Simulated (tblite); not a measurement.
Isomers of C7H11ClO2. Computed with GFN2-xTB (tblite): harmonic, unscaled wavenumbers at the GFN2-xTB geometry, gas phase. Against measured fundamentals such values can be off by several per cent, at times by over 20. One conformer each.

Electronic energies: GFN2-xTB at the same geometries; isomer energies are rough at this level and their order can be wrong.

```json
{"SMILES": "C=C[C@@H](C(=O)Cl)[C@@H](C)OC", "electronic energy, lowest = 0 (kcal/mol)": "22.8"}
{"SMILES": "CC/C(C)=C(\\OC)C(=O)Cl", "electronic energy, lowest = 0 (kcal/mol)": "13.0"}
{"SMILES": "C=C[C@@](C)(COC)C(=O)Cl", "electronic energy, lowest = 0 (kcal/mol)": "24.8"}
{"SMILES": "CO[C@@]1(C)C[C@]1(C)C(=O)Cl", "electronic energy, lowest = 0 (kcal/mol)": "10.3"}
{"SMILES": "CC[C@@H]1OC[C@@H](Cl)CC1=O", "electronic energy, lowest = 0 (kcal/mol)": "0.0"}
```

Q: How do GFN2-xTB zero-point energies change the relative energies?

A: 
```csv
SMILES,ZPE (kcal/mol),of it from modes above 1550 cm⁻¹,electronic (kcal/mol),"with ZPE, lowest = 0 (kcal/mol)",lowest mode (cm⁻¹),rings
CC[C@@H]1OC[C@@H](Cl)CC1=O,106.2,49.2,0.0,0.0,38,1
CO[C@@]1(C)C[C@]1(C)C(=O)Cl,104.5,50.3,10.3,8.7,54,1
CC/C(C)=C(\OC)C(=O)Cl,104.2,52.2,13.0,11.0,36,0
C=C[C@@H](C(=O)Cl)[C@@H](C)OC,103.7,52.5,22.8,20.3,21,0
C=C[C@@](C)(COC)C(=O)Cl,103.7,52.3,24.8,22.4,28,0
```

The zero-point energies span 2.5 kcal/mol, from `C=C[C@@H](C(=O)Cl)[C@@H](C)OC` to `CC[C@@H]1OC[C@@H](Cl)CC1=O`. The order is unchanged.

Q: What do entropy and thermal enthalpy add at 298.15 K and 1 bar (rigid rotor, harmonic oscillator, one conformer each)?

A: 
```csv
SMILES,point group,symmetry number,S (cal/(mol K)),H − H(0) (kcal/mol),ZPE + H − H(0) − TS (kcal/mol)
CC[C@@H]1OC[C@@H](Cl)CC1=O,C1,1,101.4,7.11,83.1
CO[C@@]1(C)C[C@]1(C)C(=O)Cl,C1,1,104.8,7.86,81.2
CC/C(C)=C(\OC)C(=O)Cl,C1,1,110.8,8.36,79.5
C=C[C@@](C)(COC)C(=O)Cl,C1,1,111.6,8.30,78.7
```

Not tabulated: `C=C[C@@H](C(=O)Cl)[C@@H](C)OC` (lowest mode only 20 cm⁻¹).
